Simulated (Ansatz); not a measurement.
Computed with Ansatz.

A structure relaxed at PBE0-D4/def2-TZVP, charge 0, multiplicity 1:

```
atom   x (Å)   y (Å)   z (Å)
  C1  -1.033  -0.346   2.328
  C2  -1.204   0.072   1.077
 In3   0.394  -0.036  -0.310
  C4   0.845   0.411  -2.344
 Cl5   2.267  -0.960   0.809
  H6  -0.086  -0.750   2.675
  H7  -1.835  -0.303   3.062
  H8  -2.172   0.468   0.781
  H9   1.676   1.116  -2.370
 H10   1.159  -0.508  -2.841
 H11  -0.011   0.835  -2.867
```

**Question.** Give its formula and SMILES.

**Answer.** C3H6ClIn, `C=[CH][In]([CH3])[Cl]`.

**Question.** Point group (tolerance 0.08 Å, 0.16 Å for H)?

**Answer.** Cs.

**Question.** Summarise the bond lengths by kind.

**Answer.** 1 × C–C 1.330 Å; 6 × C–H 1.087 to 1.091 Å; 2 × C–In 2.118 to 2.131 Å; 1 × Cl–In 2.370 Å.
